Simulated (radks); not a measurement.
Results of a calculation; reference values are marked as such.
All-electron atom: Ir1.5+ in [Xe] 4f14 5d(up 3.5, down 3.5) 6s(up 0.5, down 0) (fractional occupations, a model configuration). Code: a radial shooting solver on a logarithmic mesh with Libxc functionals. Model: scalar-relativistic Kohn-Sham, LDA (Slater exchange, Perdew-Wang correlation), spin-polarised, spherical densities, point nucleus.

Unscreened Slater integrals over Kohn-Sham orbitals (cm^-1). They are taken over the spin-up orbitals.

\begin{tabular}{lr}
integral & value \\ \hline
F0(6s,6s) & 75865 \\
F0(6s,5d) & 88283 \\
G2(6s,5d) & 23392 \\
F0(6s,5p) & 93845 \\
G1(6s,5p) & 7238.4 \\
F0(6s,4f) & 99389 \\
G3(6s,4f) & 2822.1 \\
F0(5d,5d) & 120500 \\
F2(5d,5d) & 61735 \\
F4(5d,5d) & 40542 \\
F0(5d,5p) & 139980 \\
F2(5d,5p) & 67455 \\
G1(5d,5p) & 79968 \\
G3(5d,5p) & 49241 \\
F0(5d,4f) & 157570 \\
F2(5d,4f) & 35306 \\
F4(5d,4f) & 16269 \\
G1(5d,4f) & 11848 \\
G3(5d,4f) & 10914 \\
G5(5d,4f) & 8664.5 \\
F0(5p,5p) & 174340 \\
F2(5p,5p) & 93774 \\
F0(5p,4f) & 214720 \\
F2(5p,4f) & 67124 \\
G2(5p,4f) & 26750 \\
G4(5p,4f) & 22295 \\
F0(4f,4f) & 376110 \\
F2(4f,4f) & 185000 \\
F4(4f,4f) & 117400 \\
F6(4f,4f) & 84849 \\
\end{tabular}

Derived for the open shells (J is the average intra-shell exchange parameter used in DFT+U). 5d: Racah B = F2/49 - 5 F4/441 = 800.2 cm^-1, C = 35 F4/441 = 3218 cm^-1, C/B = 4.02, F4/F2 = 0.657, J = (F2 + F4)/14 = 7305 cm^-1.
